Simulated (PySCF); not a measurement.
Simulation results for ClH3OSi2, BH5NOSi

All values are calculated (PySCF 2.14.0). Calculation on a computer-drawn molecule: the log of a Hartree-Fock and frozen-core CCSD(T) single point meant for a local Hartree-Fock minimum, with one planted fault or none, to be diagnosed. Offsets are logged minus clean, where the clean run is the same molecule without the fault. The reference is restricted for singlets and unrestricted otherwise, and also for a bond in bohr or an excited solution. Adding or removing an electron swaps singlet and doublet. The excited solution moves the top pair (singlet) or top alpha electron (doublet) to the lowest empty orbital. Highest occupied and lowest empty are orbital energies over both spins, largest force is the largest gradient component, triples share is (T) over the correlation energy, the T1 limit is 0.02 restricted and 0.045 unrestricted, electrons count all cores, a negative frequency is imaginary (commonest isotopes), and the dipole is about the centre of nuclear charge.

Common to all runs: meant charge 0; meant basis cc-pV(D+d)Z; logged SCF converged yes; logged CC converged yes; logged SCF stable within its kind yes; possible faults no fault, one electron removed, one electron added, multiplicity raised by two, geometry at a saddle point, SCF held on an excited solution, minimal basis STO-3G, one bond length entered in bohr, all coordinates scaled.

(1) ClH3OSi2

Logged structure:
```xyz
7
ClH3OSi2
O     -2.1745    -0.3607    -0.2373
Si    -0.7158    -0.2163     0.4156
Si     0.0528     1.9302    -0.0922
Cl     1.8364     1.6775     0.8819
H     -2.6358    -1.1444    -0.1396
H     -0.7711    -0.4017     1.8389
H      0.1823    -1.2045    -0.1136
```

```
meant multiplicity                   : 1
logged electrons                     : 56
logged basis functions               : 98
logged spin squared                  : 0
logged highest occupied              : -8.4618 eV
logged lowest empty                  : 0.25024 eV
logged largest force                 : 0.033516 hartree/bohr
logged T1 diagnostic                 : 0.013867
logged D1 diagnostic                 : 0.039265
logged triples share                 : 0.024851
logged dipole magnitude              : 2.2784 debye
logged energy HF                     : -1114.01983 hartree
logged energy CCSD(T)                : -1114.57884 hartree
planted fault                        : all coordinates scaled, by -3.3 %
HF energy offset from clean run      : 4.94 kcal/mol
CCSD(T) energy offset from clean run : 6.715 kcal/mol
```

Drawn bonds:
```tsv
atom	other atom	order
1	2	1
2	3	1
3	4	1
1	5	1
2	6	1
2	7	1
```

(2) BH5NOSi

Logged structure:
```xyz
9
BH5NOSi
N     -0.7839    -1.1659    -1.7545
B      0.5251    -0.8029    -1.4160
O      0.8924    -0.4530    -0.1403
Si     0.2800    -0.3853     1.3848
H     -1.5510    -1.1723    -1.1147
H     -1.0363    -1.4046    -2.6894
H      1.3689    -0.7939    -2.2705
H     -1.1426     0.0496     1.3675
H      1.0905     0.5734     2.1678
```

```
meant multiplicity                   : 2
logged electrons                     : 39
logged basis functions               : 29
logged spin squared                  : 0.7512
logged highest occupied              : -6.0488 eV
logged lowest empty                  : 6.0597 eV
logged largest force                 : 0.047769 hartree/bohr
logged T1 diagnostic                 : 0.018463
logged D1 diagnostic                 : 0.075385
logged triples share                 : 0.031444
logged dipole magnitude              : 2.1161 debye
logged energy HF                     : -440.52605 hartree
logged energy CCSD(T)                : -440.72965 hartree
planted fault                        : minimal basis STO-3G
HF energy offset from clean run      : 3399 kcal/mol
CCSD(T) energy offset from clean run : 3630 kcal/mol
```

Drawn bonds:
```tsv
atom	other atom	order
1	2	1
2	3	1
3	4	1
1	5	1
1	6	1
2	7	1
4	8	1
4	9	1
```
